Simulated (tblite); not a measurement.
Species: C₆H₆F (doublet state).
SMILES with atom numbers: `[F:1][C@:2]12[CH:3]=[CH:4][C:5]1[CH2:6][CH2:7]2` (hydrogens: H8 on C3; H9 on C4; H10, H11 on C6; H12, H13 on C7)

A start from a force field or distance geometry was refined with GFN2-xTB geometry optimisation, gas phase in tblite. Values at the start:

```
 coordinate    start
      F1–C2  1.401 Å
      C2–C3  1.398 Å
      C2–C5  1.464 Å
      C2–C7  1.455 Å
      C3=C4  1.323 Å
      C3–H8  1.117 Å
      C4–C5  1.333 Å
      C4–H9  1.139 Å
      C5–C6  1.374 Å
      C6–C7  1.523 Å
     C6–H10  1.135 Å
     C6–H11  1.129 Å
     C7–H12  1.120 Å
     C7–H13  1.086 Å
   F1–C2–C3   112.6°
   F1–C2–C5   113.9°
   C2–C5–C6    87.4°
   C2–C7–C6    82.4°
   C3–C2–C7   131.0°
   C4–C5–C6   167.2°
   C5–C2–C7    83.6°
   C5–C6–C7    84.2°
F1–C2–C3–C4    -115°
F1–C2–C5–C4     113°
F1–C2–C7–C6      81°
C5–C6–C7–C2      35°
```

Problem. How do these coordinates change at the GFN2-xTB level?

Solution. 
```json
{"coordinate": "C5–C6", "GFN2-xTB (Å or °)": "1.507", "change": "+0.133"}
{"coordinate": "C4–C5", "GFN2-xTB (Å or °)": "1.448", "change": "+0.115"}
{"coordinate": "C2–C3", "GFN2-xTB (Å or °)": "1.509", "change": "+0.111"}
{"coordinate": "C2–C7", "GFN2-xTB (Å or °)": "1.551", "change": "+0.096"}
{"coordinate": "C2–C5", "GFN2-xTB (Å or °)": "1.531", "change": "+0.067"}
{"coordinate": "C4–H9", "GFN2-xTB (Å or °)": "1.073", "change": "-0.066"}
{"coordinate": "C6–H10", "GFN2-xTB (Å or °)": "1.089", "change": "-0.046"}
{"coordinate": "C3–H8", "GFN2-xTB (Å or °)": "1.073", "change": "-0.044"}
{"coordinate": "C6–H11", "GFN2-xTB (Å or °)": "1.088", "change": "-0.041"}
{"coordinate": "F1–C2", "GFN2-xTB (Å or °)": "1.362", "change": "-0.039"}
{"coordinate": "C3=C4", "GFN2-xTB (Å or °)": "1.357", "change": "+0.034"}
{"coordinate": "C7–H12", "GFN2-xTB (Å or °)": "1.086", "change": "-0.034"}
{"coordinate": "C6–C7", "GFN2-xTB (Å or °)": "1.551", "change": "+0.028"}
{"coordinate": "C7–H13", "GFN2-xTB (Å or °)": "1.087", "change": "+0.001"}
{"coordinate": "C4–C5–C6", "GFN2-xTB (Å or °)": "123.6", "change": "-43.6"}
{"coordinate": "C3–C2–C7", "GFN2-xTB (Å or °)": "117.6", "change": "-13.4"}
{"coordinate": "F1–C2–C5", "GFN2-xTB (Å or °)": "126.6", "change": "+12.7"}
{"coordinate": "C2–C7–C6", "GFN2-xTB (Å or °)": "91.3", "change": "+8.9"}
{"coordinate": "F1–C2–C3", "GFN2-xTB (Å or °)": "119.4", "change": "+6.8"}
{"coordinate": "C2–C5–C6", "GFN2-xTB (Å or °)": "93.7", "change": "+6.3"}
{"coordinate": "C5–C6–C7", "GFN2-xTB (Å or °)": "87.5", "change": "+3.3"}
{"coordinate": "C5–C2–C7", "GFN2-xTB (Å or °)": "86.6", "change": "+3.0"}
{"coordinate": "F1–C2–C7–C6", "GFN2-xTB (Å or °)": "122", "change": "+41"}
{"coordinate": "C5–C6–C7–C2", "GFN2-xTB (Å or °)": "7", "change": "-28"}
{"coordinate": "F1–C2–C3–C4", "GFN2-xTB (Å or °)": "-132", "change": "-17"}
{"coordinate": "F1–C2–C5–C4", "GFN2-xTB (Å or °)": "125", "change": "+12"}
```

The energy falls by 2.621 eV over 52 L-BFGS steps, the largest force on an atom goes from 7.65 to 0.008 eV/Å, and the atoms move by 0.439 Å rms after alignment. The bond that changes most is C5–C6 (ends: carbon bonded to 3 C; carbon bonded to 2 C and 2 H), which lengthens by 0.133 Å. Bonds longer at the end by more than 0.005 Å: 7 of 14; shorter: 6. Among the dihedrals that turn most is C3–C2–C5–C6, from 169° to 126°. Rotational constants go from 4459, 3700, 2695 to 3905, 3518, 2335 MHz.

The run took 0.25 s of wall time on an Arm Neoverse V1 with one thread, shared host.

Its GFN2-xTB frequencies are all real (lowest 175 cm⁻¹).

The numbers are calculated, not measured.
